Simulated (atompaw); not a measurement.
What one change does to a pseudopotential (Fe (Z = 26), PAW (atompaw))

```json
{"Element": "Fe (Z = 26)", "Generator": "atompaw 4.2.0.5", "Type": "PAW", "Functional": "LDA (PW92)", "Relativity": "scalar-relativistic", "Frozen core": "[Ne]", "Valence charge": "16", "Reference configuration": "3s2 3p6 3d6 4s1 4p0 (charge +1)", "Partial waves": "3s (bound): rc 1.30 bohr; 4s (bound): rc 1.35 bohr; 3p (bound): rc 1.35 bohr; 4p (bound, empty): rc 1.45 bohr; 3d (bound): rc 0.85 bohr; 3d channel at -0.2 Ry: rc 0.85 bohr", "Local potential": "bessel scheme, radius 1.10 bohr", "Core correction": "smooth core density matched at 1.45 bohr", "Augmentation charge": "besselshape compensation charge, radius 1.05 bohr; PAW radius 1.45 bohr; waves and projectors: custom polynom vanderbiltortho"}
```

Change: all radii scaled by about 1.11 (s 1.46, p 1.50, d 0.94 bohr); local potential bessel scheme, radius 1.22 bohr; augmentation besselshape compensation charge, radius 1.18 bohr; PAW radius 1.62 bohr; waves and projectors: custom polynom vanderbiltortho; core correction smooth core density matched at 1.62 bohr.

Cutoffs: the cutoffs (Ry, on a coarse ladder) from which the occupation-weighted sum of valence levels, in a spherical-Bessel basis at the reference potential, stays within 10 and 1 mRy of its value at 400 Ry; they do not see the model core or the augmentation charge, which bear on the density cutoff.

Question: What does the change do?

Answer: The potential gets softer (180 Ry and 260 Ry → 160 Ry and 200 Ry); neither file shows a bound ghost. A larger radius leaves more room for a smooth pseudo-wave, so fewer plane waves are needed.

```tsv
quantity	base	changed
cutoff, loose	180 Ry	160 Ry
cutoff, tight	260 Ry	200 Ry
loose cutoff by channel (10 mRy a level)	s 30 Ry, p 35 Ry, d 110 Ry	s 21 Ry, p 30 Ry, d 90 Ry
bound ghosts	none	none
lowest overlap eigenvalue by channel	s 0.67, p 0.82, d 0.99	s 0.90, p 0.82, d 0.99
```

 The cutoffs see the waves, projectors and local potential, not the compensation charge or the core.
